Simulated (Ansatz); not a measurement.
`[SiH3]N[AsH2]` + `C[SeH]` → `C[Se][AsH2]` + `N[SiH3]`  (ligand exchange at the As–N bond)

Program: Ansatz. Geometries: PBE0-D4/def2-TZVP. ΔE: electronic, gas phase. CCSD(T)/CBS is the MP2 limit (def2-TZVPP, def2-QZVPP) plus CCSD(T) − MP2 in def2-TZVPP, frozen cores. This one scheme is used for every species. DFT in def2-TZVPP. B3LYP here is the variant with VWN-RPA as its local correlation; programs differ in this. HSE06 is defined as in plane-wave codes. For As, Se outer-core shells are correlated without core-valence functions, which leaves a few kJ/mol of doubt a bond. Scalar relativity is left out up to krypton.

```
           level  ΔE (kJ/mol)  difference from CCSD(T)/CBS
        B3LYP-D4        -66.9                         -1.7
      r2SCANh-D4        -69.9                         -4.7
          r2SCAN        -70.2                         -5.0
         r2SCANh        -70.2                         -5.0
         r2SCAN0        -70.2                         -5.0
           HSE06        -71.5                         -6.3
   CCSD/def2-SVP        -54.3                         10.9
CCSD(T)/def2-SVP        -54.6                         10.6
 CCSD/def2-TZVPP        -58.4                          6.8
  MP2/def2-QZVPP        -65.9                         -0.7
     CCSD(T)/CBS        -65.2                            0
```

Largest T1 diagnostic among the species: 0.011.

At CCSD(T), def2-SVP lies +10.6 kJ/mol from the extrapolated value and def2-TZVPP +5.9 kJ/mol. From BLYP to BHLYP (50 % exact exchange), in def2-TZVPP and without D4, ΔE moves by +4.3 kJ/mol.
